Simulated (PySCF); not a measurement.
F₄Ge. Atoms are numbered in the order given.

```xyz
5

F      0.9803     0.9803    -0.9803
Ge     0.0000     0.0000     0.0000
F     -0.9803     0.9803     0.9803
F     -0.9803    -0.9803    -0.9803
F      0.9803    -0.9803     0.9803
```

Coordinates come from a PBE0-D3(BJ)/def2-SVP optimisation. The isomer is the one that the SMILES or the coordinates give; other isomers of the formula were not compared.

Method: PBE0-D3(BJ)/def2-SVP run with PySCF 2.14.0.

Frequencies are harmonic and unscaled.

Modes within 1.5 cm⁻¹ of each other (mostly degenerate sets) share a row, with their intensities summed.

| mode | ν (cm⁻¹) | IR (km/mol) | moving atoms (share of kinetic energy) |
|---|---|---|---|
| 1–2 | 197 | 0.0 | F 100 % |
| 3–5 | 266 | 141.3 | F 75 %, Ge 25 % |
| 6 | 725 | 0.0 | F 100 % |
| 7–9 | 809 | 276.7 | F 74 %, Ge 26 % |
